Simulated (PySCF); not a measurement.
SnOBr₂, SMILES [O]=[Sn]([Br])[Br].

Geometry optimised at B3LYP-D3(BJ)/def2-SVP. The def2 effective core potentials stand for the cores of Sn; spin–orbit coupling is left out.

Two levels are set side by side: PBE/def2-TZVP (PySCF) and M06-2X/def2-TZVP (PySCF). Same geometry, gas phase. Differences are taken from unrounded values.

| quantity | M06-2X |
|---|---|
| orbital gap (eV) | 6.98 |
| highest occupied level (eV) | -9.94 |
| lowest empty level (eV) | -2.96 |
| dipole moment (D) | 2.97 |
| mean polarisability (bohr³) | 81.3 |

### Question
What does PBE give, and how far is it from M06-2X? (Estimate from the structure and the level; the computed values follow.)

### Answer

```csv
quantity,PBE,PBE minus M06-2X
orbital gap (eV),2.14,-4.85
highest occupied level (eV),-6.85,3.08
lowest empty level (eV),-4.72,-1.76
dipole moment (D),2.44,-0.53
mean polarisability (bohr³),85.8,4.5
```

PBE's occupied levels lie high since its potential decays too fast outside the molecule; exact exchange lowers them and widens the gap. PBE's more diffuse valence density responds more strongly to a field. Differences between two approximate levels are no errors against the true value.

Rough cost on one machine, each run with all the roots and properties that it gave: M06-2X against PBE about 2 times.
